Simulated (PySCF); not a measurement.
C2H6AuClS, charge -1, doublet, at the geometry of the source list (the multiplicity is a formal guess) (core potentials on Au) (in this run its highest filled SCF level lies above zero, so its values depend strongly on the basis, on diffuse functions most of all). Base run: CAMB3LYP/def2-SVP run with PySCF.

Input for PySCF:
```python
from pyscf import gto, scf, dft

mol = gto.Mole()
mol.atom = '''
    Au    1.61860000   -1.58070000    0.01030000
    Cl    3.69980000   -2.33190000    0.39400000
    C    -0.21670000    0.79500000   -1.33070000
    S    -0.54120000   -0.71430000   -0.36290000
    C    -0.95800000    0.05260000    1.23660000
    H     0.54380000    1.39440000   -0.84120000
    H    -1.14600000    1.34890000   -1.42720000
    H     0.13020000    0.47760000   -2.30840000
    H    -0.14980000    0.69980000    1.56060000
    H    -1.09920000   -0.75350000    1.94880000
    H    -1.88160000    0.61220000    1.12010000
'''
mol.basis = 'def2-svp'
mol.ecp = {'Au': 'def2-svp'}
mol.charge = -1
mol.spin = 1
mol.verbose = 4
mol.build()

mf = dft.UKS(mol)
mf.xc = 'camb3lyp'
mf.kernel()
mf.analyze()
```

Variants of this job, named by their change:

```csv
change,ΔE vs base (mEh),fitting functions,outcome
base,0.000,-,converged
auxbasis = even-tempered beta=3.0,-39.481,629,converged
auxbasis = def2-universal-jkfit,-0.051,761,converged
auxbasis = def2-svp-ri,-,-,input refused
auxbasis = autoaux,-0.034,950,converged
only_dfj = on; auxbasis = def2-universal-jfit,-0.457,355,converged
auxbasis = even-tempered beta=2.0,-0.477,931,converged
auxbasis = def2-universal-jfit,888.4,355,converged
auxbasis = def2-tzvp-ri,-,-,input refused
auxbasis = cc-pvtz-ri,-,-,input refused
```

A fitting set is made for a task (jfit for Coulomb, jkfit for Coulomb and exchange, ri for correlation) and for a family of orbital bases.

Open shells are given as the SCF converged; they aren't shown to be the lowest states, and a large step between rows can be another state.

- auxbasis = def2-svp-ri: ended with `pyscf.lib.exceptions.BasisNotFoundError: Basis set not found for Au in def2-svp-ri`
- auxbasis = def2-tzvp-ri: ended with `pyscf.lib.exceptions.BasisNotFoundError: Basis set not found for Au in def2-tzvp-ri`
- auxbasis = cc-pvtz-ri: ended with `pyscf.lib.exceptions.BasisNotFoundError: Basis set not found for Au in cc-pvtz-ri`
